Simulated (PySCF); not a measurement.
Trend along the alkali metals: MSn cations

CCSD(T) with double-zeta basis sets in PySCF, for the lowest determinant that a PBE0 search found; no spin–orbit coupling. De refers to high-spin ground-configuration atoms (the charge goes to the atom of lower measured ionisation energy or higher electron affinity, which is not always the lowest computed limit).

```csv
M,basis,"reference, frozen orbitals",charged atom,state (unpaired electrons),Re (Å),ωe (cm⁻¹),De (eV)
Li,def2-SVP,"UHF, 4",Li+,"triplet (σ ↑, π ↑)",3.064,207,0.72
K,def2-SVP,"UHF, 9",K+,"triplet (σ ↑, π ↑)",3.980,66.9,0.31
Cs,def2-SVPD,"UHF, 4",Cs+,"triplet (σ ↑, π ↑)",4.382,38.7,0.25
```

(1) The row for M = Na is missing. Estimate Re, ωe and De as the mean of the rows for Li and K, and compare with the calculation.

The rows differ in basis set, which adds steps of its own.

Correlated steps freeze the inner cores (4 to 9 orbitals); shallow outer-core shells are correlated. Weak bonds: CsSn⁺, KSn⁺. Basis-set superposition, not corrected here, can be much of De in a small basis, most of all at correlated wavefunction levels. Spin–orbit coupling is left out, which matters for elements this heavy, above all for dissociation energies. For an ion De counts to the pair picked by the measured ionisation energies or electron affinities, which need not be the lowest pair at this level. States were picked by a PBE0 search and need not be the measured ground states.

Results:

(1) The means are 3.522 Å, 137 cm⁻¹ and 0.52 eV. UHF-CCSD(T) in def2-SVP gives NaSn⁺ as a triplet (σ ↑, π ↑) with Re = 3.457 Å, ωe = 107 cm⁻¹, De = 0.51 eV, so the estimate is off by +6.5 pm, +28 % and +0.01 eV.
